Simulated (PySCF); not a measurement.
C₃H₉NSi₂.

```xyz
15

C      0.6792    -2.5640     0.0000
C      0.3973    -1.0863     0.0000
C      1.3505    -0.1269     0.0000
Si     0.7366     1.6454     0.0000
N     -0.9788     1.3102     0.0000
Si    -1.3625    -0.3897     0.0000
H      1.7598    -2.7773     0.0000
H      0.2310    -3.0520     0.8832
H      0.2310    -3.0520    -0.8832
H      2.4135    -0.4074     0.0000
H      1.1928     2.4190    -1.1970
H      1.1928     2.4190     1.1970
H     -1.6850     2.0381     0.0000
H     -2.1413    -0.8374     1.1975
H     -2.1413    -0.8374    -1.1975
```
Charge 0, spin multiplicity 1.

Geometry optimised at B3LYP-D3(BJ)/def2-SVP. This is a generated structure with no PubChem entry under its InChIKey; it may be hypothetical.

Method: PySCF with KT2/pcSseg-1. Non-relativistic, no solvent.

Question: Give the absolute GIAO shielding of each atom: isotropic value and principal components (ppm). (Estimate from the structure and the level; the computed values follow.)

Answer: 
| atom | σ(iso) | σ11 | σ22 | σ33 | span |
|---|---|---|---|---|---|
| C1 | 156.4 | 139.8 | 145.9 | 183.5 | 43.7 |
| C2 | 25.9 | -75.8 | -3.5 | 156.9 | 232.7 |
| C3 | 48.2 | -45.5 | 46.6 | 143.4 | 188.9 |
| Si4 | 384.3 | 327.5 | 365.6 | 459.8 | 132.4 |
| N5 | 263.4 | 234.8 | 245.2 | 310.2 | 75.5 |
| Si6 | 388.5 | 335.8 | 365.2 | 464.7 | 128.9 |
| H7 | 29.0 | 25.7 | 27.9 | 33.5 | 7.8 |
| H8 | 28.9 | 25.1 | 27.5 | 34.1 | 9.0 |
| H9 | 28.9 | 25.1 | 27.5 | 34.1 | 9.0 |
| H10 | 24.6 | 22.9 | 24.7 | 26.1 | 3.3 |
| H11 | 25.7 | 22.5 | 23.5 | 31.2 | 8.7 |
| H12 | 25.7 | 22.5 | 23.5 | 31.2 | 8.7 |
| H13 | 31.7 | 22.8 | 27.8 | 44.5 | 21.6 |
| H14 | 25.9 | 22.4 | 24.2 | 30.9 | 8.5 |
| H15 | 25.9 | 22.4 | 24.2 | 30.9 | 8.5 |
